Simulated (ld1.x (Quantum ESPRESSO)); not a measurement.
## What one change does to a pseudopotential (Hf (Z = 72), TM)

hafnium (Hf), norm-conserving Troullier–Martins (Kleinman–Bylander form), made with ld1.x (Quantum ESPRESSO) 7.5 (BP86, scalar-relativistic). Core [Xe] 4f14, reference 5d2 6s1 6p1. Waves: 6s (bound): rc 2.95 bohr; 5d (bound): rc 1.70 bohr; 6p (bound): rc 2.85 bohr. Local part: the p channel. Core correction: a·sin(br)/r model core, default radius (core density twice the valence density).

All-electron outer shells of the reference configuration (BP86, scalar-relativistic, ld1.x):

```tsv
shell	level (eV)	outermost node (bohr)	outermost maximum (bohr)
5p	-37.15	0.60	1.16
4f	-18.41	–	0.45
6s	-6.16	1.36	2.85
5d	-4.02	0.67	1.69
6p	-2.18	1.65	3.95
```

Change: wave 6s (bound): rc 2.95 bohr becomes 6s (bound): rc 4.12 bohr.

Cutoffs: the cutoffs (Ry, on a coarse ladder) from which the occupation-weighted sum of valence levels, in a spherical-Bessel basis at the reference potential, stays within 10 and 1 mRy of its value at 400 Ry; they do not see the model core or the augmentation charge, which bear on the density cutoff. Errors are all-electron minus pseudo energies relative to the spin-unpolarised reference configuration.

Predict the effect on cutoff, ghosts and configuration errors.

The potential gets neither clearly harder nor softer (21 Ry and 30 Ry → 21 Ry and 30 Ry); both files keep a bound ghost (s); of the 7 tests that both files solve, the error grows in 4 and shrinks in 3 by more than 15 % and 0.3 meV (median size 82.3 → 23.4 meV).

```csv
quantity,base,changed
"cutoff, loose",21 Ry,21 Ry
"cutoff, tight",30 Ry,30 Ry
bound ghosts,s,s
"error for 5d2 6s2 6p0, meV [ΔE -3.87 eV]",-6.1,-23
"error for 5d2 6s1 6p0, meV [ΔE 4.28 eV]",-5.6,-6.5
"error for 5d2 6s0 6p0, meV [ΔE 18.64 eV]",-39,-68
"error for 5d1 6s2 6p1, meV [ΔE -1.87 eV]",-82,-21
"error for 5d1 6s2 6p0, meV [ΔE 2.78 eV]",-92,-23
"error for 5d3 6s0 6p0, meV [ΔE 6.33 eV]",-95,-39
"error for 5d1 6s0 6p0, meV [ΔE 40.52 eV]",-278,-441
```

 A true bound ghost makes a file unfit for plane-wave use even where its test errors are small: the radial tests pick states by their node count and pass the ghost by.
